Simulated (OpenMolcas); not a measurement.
Au5+ among 5 point charges of -2 e arranged as a trigonal bipyramid (D3h), 1.86 Å from the ion, with the axial distance 2.027 Å.

| Quantity | Value |
| --- | --- |
| Program | OpenMolcas 26.06 |
| Method | SS-CASPT2, IPEA 0.25 Eh, imaginary shift 0.1 Eh (closed shells correlated: 4f 5s 5p) |
| Basis | ANO-RCC-VDZP [7s6p4d2f] |
| Scalar Hamiltonian | DKH2, point nucleus |
| Active space | 6 electrons in 5 orbitals (5d) |
| State averaging | 2S+1 = 5 even, 5 roots; 2S+1 = 3 even, 45 roots; 2S+1 = 1 even, 50 roots |
| Spin-orbit coupling | RASSI with atomic mean-field integrals over the reference wave functions |

What is the spin-free ground state (labels of D3, the rotations of D3h)?

5E, 2-fold in its orbital part, 100 % from free-ion D terms; it has the highest spin that d6 allows.

Where is the first state of the same spin?

5E at 2610 cm-1 above the ground state.

What are the lowest two levels with spin-orbit coupling?

A 2-fold level E with g = 0.00, 0.00, 5.62, then a 1-fold level A1 48 cm-1 above it. Their leading multiplicities are 5 (76 %) and 5 (68 %).

What is χT at 300 K?

4.62 cm3 K/mol.

Roots that are degenerate in the reference are averaged as groups; the widest CASPT2 spread within a group is 100 cm-1 (the 2-fold group of multiplicity 5 near 2610 cm-1 above the lowest state of its run). Shifts and gaps below about the spread of the groups concerned are not significant. Spin-orbit coupling mixes the spin-free states strongly: the lowest level takes only 58 % from its leading state, 5E. An orbital doublet at a regular site is open to a Jahn-Teller distortion, which this geometry leaves out. Point charges give a weaker field than real ligands, and real ions of this kind are as a rule low spin; the high spin found here belongs to the model. Free-ion shares, where given, are those of the reference states; single-state CASPT2 does not remix them. Point charges carry no covalency, so the field is a model and not that of real ligands. No measured value stands beside these numbers.

With an even number of electrons the g values are those of a degenerate or nearly degenerate non-Kramers pair.
